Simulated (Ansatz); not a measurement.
`C[SiH2]O` + `CO[SiH2]S` → `CO[SiH2]S[SiH2]O` + CH₄  (ligand exchange at the Si–C bond)

Program: Ansatz. Geometries: PBE0-D4/def2-TZVP. ΔE: electronic, gas phase. CBS: MP2 limit from def2 TZ/QZ plus the TZ coupled-cluster correction, frozen cores. This one scheme is used for every species. DFT in def2-TZVPP. B3LYP here is the variant with VWN-RPA as its local correlation; programs differ in this. One conformer a species, not always the lowest.

(1) Is it downhill or uphill in electronic energy at CCSD(T)/CBS, and by how much? (An estimate is asked.)

(2) What do these levels give: r2SCAN-D4, PBE0-D4, B3LYP-D4, ωB97X-V, B2PLYP, PBE, r2SCAN, PBE0, B3LYP, MP2/def2-TZVPP, CCSD(T)/def2-TZVPP, SCS-MP2/def2-QZVPP? (Best estimate.)

Largest T1 diagnostic among the species: 0.012.

Results:

(1) Computed: Downhill: ΔE = -0.96 eV.

(2) Ansatz gave: r2SCAN-D4 -1.01, PBE0-D4 -1.00, B3LYP-D4 -0.99, ωB97X-V -0.94, B2PLYP -0.90, PBE -0.92, r2SCAN -0.98, PBE0 -0.91, B3LYP -0.83, MP2/def2-TZVPP -1.01, CCSD(T)/def2-TZVPP -0.94, SCS-MP2/def2-QZVPP -0.95 eV.

In def2-TZVPP, CCSD(T) changes the Hartree–Fock value by −0.18 eV (the triples alone add −0.05 eV) and MP2 by −0.25 eV. The D4 term adds −0.16 eV with B3LYP and −0.09 eV with PBE0; it sums over pairs of atoms, weighted by their polarisabilities, and B3LYP, whose exchange is more repulsive, gets the larger term.
